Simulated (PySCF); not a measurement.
## Static response to an electric field

C₅H₁₁OPS.
Geometry (PBE0-D3(BJ)/def2-SVP, Å), atoms numbered from 1 in this order:
```xyz
19
C5H11OPS angstrom
C      2.069    1.300   -1.300
O      0.924    0.494   -1.310
C      0.735   -0.220   -0.127
C     -0.352   -1.266   -0.339
C     -1.710   -0.581   -0.179
C     -1.664    0.165    1.153
P      0.022    0.906    1.225
S      0.931    1.057    2.936
H      2.990    0.692   -1.218
H      2.092    1.860   -2.245
H      2.068    2.020   -0.460
H      1.680   -0.653    0.250
H     -0.219   -1.734   -1.326
H     -0.241   -2.053    0.426
H     -1.857    0.130   -1.009
H     -2.543   -1.299   -0.215
H     -1.721   -0.525    2.010
H     -2.442    0.931    1.280
H     -0.141    2.109    0.474
```

Level: CAM-B3LYP/def2-SVPD (PySCF), static field, nuclei fixed, core orbitals frozen in the response. The polarisability tensor in these axes (au):

```
x   108.76   8.44   4.19
y     8.44  97.26   7.33
z     4.19   7.33 121.46
```

Question: Give the principal values, the mean and the anisotropy Δα = √{½[(α1 − α2)² + (α2 − α3)² + (α1 − α3)²]}.

Answer: Principal values 92.04, 109.41 and 126.04 au; mean 109.16 au = 16.18 Å³ = 18.00 × 10⁻⁴⁰ C²·m²/J; Δα = 29.45 au (27 % of the mean).

Question: What is the dipole moment, and where does it point?

Answer: (-1.56, -1.08, -3.52) D, 4.00 D in size, pointing from the negative to the positive side. Measured along this direction, the outermost atoms are S8 at the negative end and H13 at the positive end.

Question: Molar refractivity from α?

Answer: Lorentz–Lorenz: R = (4π/3)N_A α = 2.5225 cm³/(mol·Å³) × 16.18 Å³ = 40.8 cm³/mol, in the limit of long wavelengths.

Question: Find the Langevin capture rate constant for H3+ (3.023 u) meeting this molecule (150.027 u), k = 2.342 × 10⁻⁹ cm³/s × √(α in Å³ / reduced mass in u).

Answer: The reduced mass is 2.96 u, so k = 5.47 × 10⁻⁹ cm³/s. The formula leaves out the permanent dipole, which adds to the capture rate.

Question: Give the principal axes and the span of the nuclei along them.

Answer: Largest value along (0.37, 0.33, 0.87), where the nuclei span 5.05 Å; middle along (0.83, 0.30, -0.47), 5.87 Å; least along (-0.41, 0.90, -0.16), 3.68 Å. The strongest response doesn't lie along the longest of the three spans.

Question: What are the principal values of the traceless quadrupole moment, Θ = ½Σq(3rr − r²1), about the centre of nuclear charge?

Answer: -17.67, 5.42, 12.25 D·Å. The values depend on the origin, since the dipole doesn't vanish. The electronic extent ⟨r²⟩ about the same centre is 1452 bohr², a root-mean-square distance of 2.25 Å for the 80 electrons.

The structure is a single PBE0-D3(BJ)/def2-SVP conformer in the gas phase; no vibrational or solvent corrections.
